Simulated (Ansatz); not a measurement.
B(H2S)Cl3 (BH₂SCl₃), relaxed as a singlet with RKS PBE0-D4/def2-SVP in Ansatz, starting from the GFN1-xTB geometry. Force threshold 0.02 eV/Å.

Start:

| atom | x (Å) | y (Å) | z (Å) |
| --- | --- | --- | --- |
| B1 | -0.538 | -0.452 | -0.439 |
| S2 | 1.267 | 0.441 | 0.235 |
| H3 | 0.803 | 1.672 | 0.344 |
| H4 | 1.107 | 0.169 | 1.516 |
| Cl5 | -0.668 | 0.150 | -2.126 |
| Cl6 | -1.766 | 0.227 | 0.712 |
| Cl7 | -0.205 | -2.206 | -0.242 |

**Question.** Estimate the energy that the relaxation releases and the steps that it takes.

**Answer.** 4.1 kJ/mol, in 7 steps; 11 s on 4 threads of Arm Neoverse V1 on a shared host. No frequencies were taken in this run, so the end may be a saddle point.

**Question.** Does the start keep its bonding and symmetry?

**Answer.** By distances, no bond broke or formed. The bond that changes most is B1–S2, from 2.12 to 2.16 Å (atoms count from 1). Point group Cs at the start, Cs at the end, both within 0.05 Å.

**Question.** Predict the relaxed structure.

**Answer.** 
```xyz
7

B    -0.582   -0.460   -0.436
S     1.272    0.429    0.225
H     0.859    1.712    0.345
H     1.159    0.189    1.553
Cl   -0.670    0.154   -2.127
Cl   -1.833    0.188    0.688
Cl   -0.206   -2.212   -0.248
```
Bond lengths: 3 × B–Cl 1.80 Å; 1 × B–S 2.16 Å; 2 × H–S 1.35 Å.
